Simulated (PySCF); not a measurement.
Species: C4H7F3.
Numbering: `[CH3:1][C@H:2]([CH2:3][F:4])[CH:5]([F:6])[F:7]` (hydrogens: H8, H9, H10 on C1; H11 on C2; H12, H13 on C3; H14 on C5)

Geometry (PBE0-D3(BJ)/def2-SVP, Å), atoms numbered from 1 in this order:
```
atom  x, y, z in Å
C1    -0.156   -1.169   -0.878
C2    -0.134   -0.212    0.305
C3    -1.106    0.938    0.127
F4    -0.774    1.664   -0.995
C5     1.264    0.317    0.560
F6     2.118   -0.708    0.783
F7     1.268    1.098    1.669
H8     0.084   -0.637   -1.811
H9     0.571   -1.981   -0.742
H10   -1.154   -1.616   -0.995
H11   -0.421   -0.745    1.229
H12   -1.081    1.613    0.997
H13   -2.133    0.554    0.002
H14    1.651    0.916   -0.282
```

Theory: core-valence-separated Tamm–Dancoff BHandHLYP/aug-pcX-1 (pcseg-1 on H) in PySCF, non-relativistic, gas phase, PBE0-D3(BJ)/def2-SVP geometry. Absolute energies from this functional tend to lie a few eV below measured edges; no shift was applied.

(1) Give energies, oscillator strengths and core holes at the F K edge.

(2) What does the C 1s absorption edge look like?

Answers

(1) 
```json
{"E (eV)": "685.41", "f": "0.0260", "core hole on": "F4", "main final orbital": "spread"}
{"E (eV)": "686.54", "f": "0.0239", "core hole on": "F7", "main final orbital": "spread"}
{"E (eV)": "686.57", "f": "0.0251", "core hole on": "F6", "main final orbital": "spread"}
{"E (eV)": "686.68", "f": "0.0088", "core hole on": "F4", "main final orbital": "LUMO (56 %)"}
{"E (eV)": "687.23", "f": "0.0124", "core hole on": "F6", "main final orbital": "LUMO+3 (35 %)"}
{"E (eV)": "687.28", "f": "0.0141", "core hole on": "F7", "main final orbital": "LUMO+3 (34 %)"}
{"E (eV)": "687.37", "f": "0.0061", "core hole on": "F4", "main final orbital": "LUMO+1 (47 %)"}
{"E (eV)": "687.41", "f": "0.0014", "core hole on": "F4", "main final orbital": "LUMO+2 (36 %)"}
{"E (eV)": "687.62", "f": "0.0019", "core hole on": "F7", "main final orbital": "LUMO+1 (56 %)"}
{"E (eV)": "687.71", "f": "0.0023", "core hole on": "F6", "main final orbital": "LUMO+2 (49 %)"}
{"E (eV)": "687.80", "f": "0.0032", "core hole on": "F4", "main final orbital": "LUMO+3 (67 %)"}
{"E (eV)": "687.82", "f": "0.0046", "core hole on": "F6", "main final orbital": "LUMO+1 (49 %)"}
{"E (eV)": "687.96", "f": "0.0051", "core hole on": "F7", "main final orbital": "LUMO+3 (32 %)"}
{"E (eV)": "688.21", "f": "0.0017", "core hole on": "F4", "main final orbital": "LUMO+4 (63 %)"}
{"E (eV)": "688.27", "f": "0.0057", "core hole on": "F7", "main final orbital": "LUMO (49 %)"}
```

The first line with a tenth or more of the strongest one's intensity is at 685.41 eV (f = 0.026), with the hole on F4 (alkyl fluorine). It is also the strongest listed.

(2) 
```tsv
E (eV)	f	core hole on	main final orbital
285.63	0.0100	C1	LUMO (68 %)
286.19	0.0213	C2	LUMO (47 %)
286.23	0.0267	C1	LUMO+1 (48 %)
286.51	0.0303	C1	LUMO+3 (34 %)
286.95	0.0583	C3	spread
287.08	0.0068	C1	spread
287.31	0.0030	C2	LUMO+1 (63 %)
287.45	0.0036	C1	spread
287.53	0.0045	C2	LUMO+2 (69 %)
287.62	0.0088	C1	spread
287.69	0.0052	C2	LUMO+3 (56 %)
287.74	0.0002	C1	LUMO+5 (78 %)
287.93	0.0172	C3	LUMO (46 %)
287.99	0.0100	C1	spread
288.09	0.0006	C2	LUMO+5 (54 %)
288.15	0.0144	C2	LUMO+4 (72 %)
288.20	0.0045	C1	LUMO+8 (47 %)
288.42	0.0348	C3	spread
288.48	0.0116	C1	LUMO+7 (36 %)
```

The first line with a tenth or more of the strongest one's intensity is at 285.63 eV (f = 0.010), with the hole on C1 (methyl carbon). The strongest listed is at 286.95 eV (f = 0.058; C3).

Roots within 0.03 eV whose holes lie on the same, on equivalent or on shared atoms are summed into one line, and the highest roots are left out, as the search may have cut off their partners. Final orbitals are the ground state's empty Kohn–Sham orbitals.

What length of transition dipole belongs to the line at 687.28 eV?

From f = (2/3) ΔE |μ|² in atomic units, with ΔE = 25.257 Eh and f = 0.0141: |μ| = 0.029 au = 0.07 D.

The ionisation thresholds weren't computed; near and above them a finite basis only mimics Rydberg series and continuum.

Rough CPU time on one thread of a shared machine: about 70 s.

One conformer stands for the species.
